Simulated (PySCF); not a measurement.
Run record: geometry optimisation, [Te4]2-.

Computed with PBE0-D3(BJ)/def2-SVP geometry optimisation, gas phase, def2 core potentials past Kr (PySCF 2.14.0). Start geometry: GFN2-xTB. A driver script takes a list of jobs; this job's settings line and coordinates (Å) are shown.

Command:
```bash
OMP_NUM_THREADS=1 python probes_run.py task.json out
```

Input:
```
{"job": {"xc": "PBE0", "basis": "def2-SVP", "d3": "d3bj", "grid": 1, "maxiter": 40, "shake": 0.03, "kind": "geom"}, "charge": -2, "multiplicity": 1}
Te    -0.943470     1.285490    -2.676810
Te    -0.139500     1.446270    -0.105720
Te    -0.683030    -1.064920     0.785500
Te     1.849290    -1.757280     1.966560
```

Task: Estimate the output.

Result: 
```
step   0  E = -1072.22994313  max force = 0.016437
step   1  E = -1072.23521307  max force = 0.011421
step   2  E = -1072.23762063  max force = 0.007968
step   3  E = -1072.23860163  max force = 0.003614
step   4  E = -1072.23892226  max force = 0.002952
step   5  E = -1072.23909961  max force = 0.000456
step   6  E = -1072.23909669  max force = 0.000144
step   7  E = -1072.23909970  max force = 0.000183
optimisation converged
```

Energies in Eh; «max force» is the largest Cartesian gradient component in Eh/bohr.

Task: How much energy does the optimisation release, in eV?

Result: E(step 0) − E(last step) = 0.009157 Eh, which is 0.249 eV.

Task: Give the first gradient maximum in eV/Å.

Result: With 1 Eh/bohr = 51.422 eV/Å, 0.845 eV/Å.

In short: final energy -1072.23910 Eh after 7 steps.

Task: Give the final coordinates.

Result: 0.312 Å rms from the input after alignment:
```
atom  x, y, z in Å
Te1   -0.7999    1.4373   -2.9148
Te2   -0.4459    1.4840   -0.1859
Te3   -0.5418   -1.0016    1.1068
Te4    1.8709   -2.0102    1.9634
```

The ion is multiply charged and computed in the gas phase, without counter-ions or solvent; whether it holds all its electrons wasn't checked.

Task: How long does this job take on one thread of an Intel Xeon Platinum 8559C, on a shared host? And the peak memory of the process?

Result: About 58 s, with 0.45 GiB resident at the peak, the Python interpreter and its libraries included.
Labels such as C1 count atoms from 1, the log's own numbers from 0.
